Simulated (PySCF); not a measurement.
## Gas-phase XPS of Cl3Si(SH), computed

Compound: Cl3Si(SH), Cl3HSSi.
SMILES with atom numbers: `[SH:1][Si:2]([Cl:3])([Cl:4])[Cl:5]`

Computed, not measured: delta-SCF UKS SCAN, pcX-2 on the ionised atom, pcseg-1 elsewhere, spin-free X2C (PySCF). These are vertical core ionisation energies against the vacuum level, from separate self-consistent calculations with and without the core hole.

Question: What binding energy does each computed site have?

Answer: 
```
    atom(s)   bonded to     level  binding energy (eV)  2p1/2 (eV)  count
Cl3/Cl4/Cl5          Si     Cl 1s              2829.34           –      3
         S1    H and Si      S 1s              2477.82           –      1
        Si2  3 Cl and S     Si 1s              1849.99           –      1
Cl3/Cl4/Cl5          Si  Cl 2p3/2               206.76      208.42      3
        Si2  3 Cl and S  Si 2p3/2               109.82      110.44      1
```

Question: What is the longest wavelength that can ionise Cl 2p3/2 of Cl3/Cl4/Cl5 vertically?

Answer: λ = hc/E = 12398.42 eV Å / 206.76 eV = 59.965 Å.

Topologically equivalent atoms share the value of their first member; where this conformer doesn't relate them by symmetry, their own values could differ. Not every level is listed. The 2p values aren't plain energy differences: one relaxed spin-free 2p hole is combined with a matrix within the shell (ground-state 2p orbital-energy differences and spin–orbit coupling). 2p3/2, the mean of its two sublevels, lies a third of the splitting below the shell's mean and 2p1/2 two thirds above it; the statistical areas are 2:1. 2p1/2 minus 2p3/2 (ligand field included): Si 0.63 eV, Cl 1.65 eV. Geometry: GFN2-xTB; no solvent, vibrations or thermal averaging.

The values belong to the conformer `[SH:1][Si:2]([Cl:3])([Cl:4])[Cl:5]`: H–S1–Si2–Cl3 59°.
